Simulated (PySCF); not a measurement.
Vertical excitation energies

Species: C₄H₅FN₂.
Z-matrix (Å and degrees, GFN2-xTB geometry), rows numbered from 1:
```
C 
N   1  1.4355
C   2  1.3495  1  127.47
N   3  1.3080  2  112.46  1  -179.46
C   4  1.3471  3  104.71  2    -0.00
F   5  1.3312  4  121.60  3   179.85
C   5  1.3679  4  111.52  3    -0.04
H   1  1.0886  2  109.11  3     1.33
H   1  1.0919  2  110.35  3   121.19
H   1  1.0920  2  110.56  3  -118.63
H   3  1.0712  2  123.28  1     0.56
H   7  1.0688  2  123.16  1    -0.65
```

Computed, not measured: TDDFT wB97X-D/def2-SVPD, vertical, gas phase, core orbitals frozen in the response (PySCF 2.14.0, density-fitted response routines).

Predict the UV-vis stick spectrum at this level.

| state | E (eV) | λ (nm) | f | main configurations (H = HOMO, L = LUMO) |
| --- | --- | --- | --- | --- |
| S1 | 6.38 | 194.4 | 0.154 | H→L+1 (92%) |
| S2 | 6.58 | 188.3 | 0.0080 | H→L (80%), H→L+2 (11%) |
| S3 | 7.02 | 176.5 | 0.0029 | H-2→L+1 (93%) |
| S4 | 7.21 | 172.0 | 0.012 | H-1→L+1 (51%), H→L+4 (43%) |
| S5 | 7.35 | 168.6 | 0.0087 | H→L+2 (53%), H→L+5 (22%), H→L+3 (10%) |
| S6 | 7.68 | 161.4 | 0.015 | H→L+3 (44%), H→L+2 (30%), H→L+5 (18%) |
| S7 | 7.97 | 155.6 | 0.015 | H-1→L (71%), H→L+3 (10%) |
| S8 | 8.10 | 153.0 | 0.0009 | H→L+5 (37%), H→L+3 (29%), H-1→L (16%) |

Triplets (Tamm–Dancoff): T1 4.53 eV, H→L+1 (91%); T2 5.95 eV, H→L+4 (68%), H-1→L+1 (20%); T3 5.99 eV, H-1→L+1 (69%), H→L+4 (18%).

The lowest singlet comes at 194 nm (615 kJ/mol) in the vacuum ultraviolet; it is strong; its leading configuration is HOMO→LUMO+1 (92%). The lowest level is also the most intense of those listed (f = 0.154). Löwdin shares by element: HOMO carbon 68% or more, nitrogen 12% or more (atoms not listed hold the other 20%); LUMO carbon 46% or more, hydrogen 22% or more (atoms not listed hold the other 33%). The oscillator strengths of these states sum to 0.217; summed over the whole spectrum of an exact calculation they would give the number of electrons, 52 (Thomas–Reiche–Kuhn). Of the 8 states listed, 4 reach f = 0.01 and none stays under 0.0005. Weighted by f, the mean energy of these states is 6.69 eV. The window holds the lowest 8 singlets.

Hardware: an Intel Xeon at 2.70 GHz with one thread, on a shared host. Cost: 36 s of wall time, 0.75 GiB resident at most.
